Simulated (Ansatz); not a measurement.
`[SH][Sn][Cl]` + NH₃ → `[NH2][Sn][Cl]` + H₂S at 600 K and 1 bar (ligand exchange at the Sn–S bond).

Gas-phase electronic energies from Ansatz, PBE0-D4/def2-TZVP geometries. CCSD(T)/CBS adds triple-zeta CCSD(T) − MP2 to the extrapolated MP2 energy (def2 sets, frozen cores). This one scheme is used for every species. Elements past krypton have def2 core potentials. For Sn outer-core shells are correlated without core-valence functions, which leaves a few kJ/mol of doubt a bond. One conformer a species, not always the lowest.

```
        species  CCSD(T)/CBS energy (Eh)  H − E (kJ/mol)  S (J/(mol·K))
 `[SH][Sn][Cl]`              -1072.27294            62.8          367.8
            NH₃                -56.50880           112.4          219.5
`[NH2][Sn][Cl]`               -729.78832           105.9          362.1
            H₂S               -398.97279            60.8          230.9
```

H − E and S are ideal-gas, rigid-rotor, harmonic terms from PBE0-D4/def2-TZVP, for one conformer and one mirror image of each species. 1 Eh = 2625.50 kJ/mol, R = 8.31446 J/(mol·K).

By hand: ΔE, ΔH, ΔS and ΔG.

ΔE = (-729.78832) + (-398.97279) − (-1072.27294) − (-56.50880) = 0.02063 Eh = 54.2 kJ/mol. Δ(H − E) = 105.9 + 60.8 − 62.8 − 112.4 = -8.5, so ΔH = 45.7 kJ/mol. ΔS = 362.1 + 230.9 − 367.8 − 219.5 = 5.7 J/(mol·K). ΔG = 45.7 − 600 × (5.7)/1000 = 42.3 kJ/mol.

By hand: the equilibrium constant, and the temperature at which ΔG would vanish if ΔH and ΔS stayed fixed.

log₁₀ K = −ΔG/(RT ln 10) = -3.7. ΔG = 0 at ΔH/ΔS = 8018 K, far beyond where these terms or the molecules hold.

The number of gas molecules stays the same, so ΔS is small and ΔH decides. A doubt of 5 kJ/mol in ΔE shifts log₁₀ K by 0.4 here. Other conformers and mirror images would add mixing entropy, several J/(mol·K) or more a flexible species. These are equilibria of isolated gas molecules and say nothing of rates. Largest T1 diagnostic: 0.016 (customary marks: 0.02 for closed shells, 0.045 for open ones).
